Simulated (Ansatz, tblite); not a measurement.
Cost and result up the ladder for Mg5⁻ (5 atoms). The state is a doublet with charge -1. Geometry: B3LYP/def2-SVPD.

```xyz
5

Mg   -2.9647    1.3613    1.0712
Mg    1.9161   -2.7794    0.6274
Mg   -0.4101   -0.5539    0.6575
Mg   -0.5908    2.0610   -1.0952
Mg    2.0495   -0.0890   -1.2609
```

Ansatz on 4 threads of Arm Neoverse V2 on a shared host; xTB runs through tblite on one thread. Times are rough, summed over both states, and most runs start from the orbitals of an earlier one. PBE0/def2-TZVPD serves as the yardstick here, not as an exact answer. The other state is a singlet.

The xTB rows come from tblite. The structure comes from a short search, and lower isomers may exist.

Raw xTB energies of ions are shifted by several eV, and xTB has no spin-polarisation term.

```
            level  functions  wall time
         GFN1-xTB         20    0.004 s
         GFN2-xTB         45    0.024 s
   PBE/def2-TZVPD        175      5.7 s
  PBE0/def2-TZVPD        175       13 s
r2SCAN/def2-TZVPD        175       31 s
```

(1) Estimate what each level gives for the vertical IE (eV).

Results:

(1) 
```json
{"level": "GFN1-xTB", "vertical IE (eV)": "3.75", "difference from PBE0/def2-TZVPD (eV)": "2.41", "remarks": "–"}
{"level": "GFN2-xTB", "vertical IE (eV)": "-1.95", "difference from PBE0/def2-TZVPD (eV)": "-3.29", "remarks": "–"}
{"level": "PBE/def2-TZVPD", "vertical IE (eV)": "1.37", "difference from PBE0/def2-TZVPD (eV)": "0.03", "remarks": "HOMO above zero (-1 doublet)"}
{"level": "PBE0/def2-TZVPD", "vertical IE (eV)": "1.34", "difference from PBE0/def2-TZVPD (eV)": "0.00", "remarks": "–"}
{"level": "r2SCAN/def2-TZVPD", "vertical IE (eV)": "1.52", "difference from PBE0/def2-TZVPD (eV)": "0.18", "remarks": "–"}
```
